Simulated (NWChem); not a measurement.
A series in which one site is exchanged, each optimised at PBE0/def2-SVP with NWChem, gas phase unless a solvent is named. All stand in one matching conformer (torsions within 35°), which need not be the lowest. This build's default masses of Se (78.918 u) and Br (79.917 u) are each other's, which moves their modes by up to 0.6 %. Some are not confirmed as minima by frequencies. def2 effective core potentials on Te; no spin-orbit coupling.

A: Br[Se]N (NH2SeBr; site = Se)
B: N[Te]Br (NH₂TeBr; site = Te)
C: [NH2][Be][Br] (BeNH2Br; site = Be)
D: [NH2][Zn][Br] (ZnNH₂Br; site = Zn)

### Question
Rank them by orbital gap (eV), PBE0/def2-SVP, lowest first.

### Answer
B (4.07), A (4.60), D (6.14), C (7.53)
